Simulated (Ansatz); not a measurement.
Ansatz (an electronic-structure program) input:

Ansatz 0.2 input:
```yaml
crystal:
  periodic: [false, false, false]
  atoms:
    - {symbol: Hg, position_ang: [-0.00000000, -0.00000000, -1.43698630]}
    - {symbol: Hg, position_ang: [0.00000000, 0.00000000, 1.43698630]}
basis:
  gaussian:
    orbitals: def2-SVPD
total_charge: 1
magnetization: {spin_polarized: true, initial_magnetization: 1}
correlation: {method: ccsd_t, electrons: outside_noble_gas}
output: {forces: true}
```

**Question.** Which total energy does the run end on?

**Answer.** -305.36716 Eh (CCSD(T)/def2-SVPD). The basis has 70 functions.

The spin state was set by rule; other spins were not relaxed.
